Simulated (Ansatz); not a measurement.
A structure relaxed at PBE0-D4/def2-TZVP, charge 0, multiplicity 1:

```xyz
14

C     0.159    1.925    0.993
Si    0.842    0.263    0.575
O     1.379    0.310   -0.993
O    -0.340   -0.870    0.679
Si   -1.250   -1.684   -0.395
O    -1.244   -0.948   -1.842
F    -0.637   -3.148   -0.515
H    -0.294    1.917    1.987
H    -0.610    2.212    0.271
H     0.944    2.684    0.977
H     1.956   -0.157    1.460
H     2.163   -0.200   -1.202
H    -2.633   -1.822    0.074
H    -0.433   -0.480   -2.069
```

(1) Give its formula and SMILES.

(2) Point group (tolerance 0.08 Å, 0.16 Å for H)?

(3) Summarise the bond lengths by kind.

Results:

(1) CH7FO3Si2, `C[Si@H](O)O[Si@@H](O)F`.

(2) C1.

(3) 1 × C–Si 1.844 Å; 3 × C–H 1.092 to 1.093 Å; 4 × O–Si 1.624 to 1.659 Å; 2 × H–Si 1.467 to 1.484 Å; 2 × H–O 0.958 to 0.964 Å; 1 × F–Si 1.591 Å.

Computed with Ansatz.
